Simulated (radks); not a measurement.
Values are calculated unless marked as measured or tabulated.
Ionisation of the thulium ion Tm2+, [Xe] 4f13, to Tm3+, [Xe] 4f12, under several functionals. Scalar-relativistic Kohn-Sham, spin-polarised, spherical densities, point nucleus; open shells are filled with parallel spins first (spin-orbit coupling, left out, can overturn this in heavy ions); a radial shooting solver on a logarithmic mesh with Libxc functionals. Known Delta-SCF values: HCTH/407 26.650 eV. What does PBEsol give, and what is its highest occupied eigenvalue?

Answer. 25.844 eV by Delta-SCF; the 4f eigenvalue is -17.191 eV. NIST: 23.66 eV (semi-empirical).
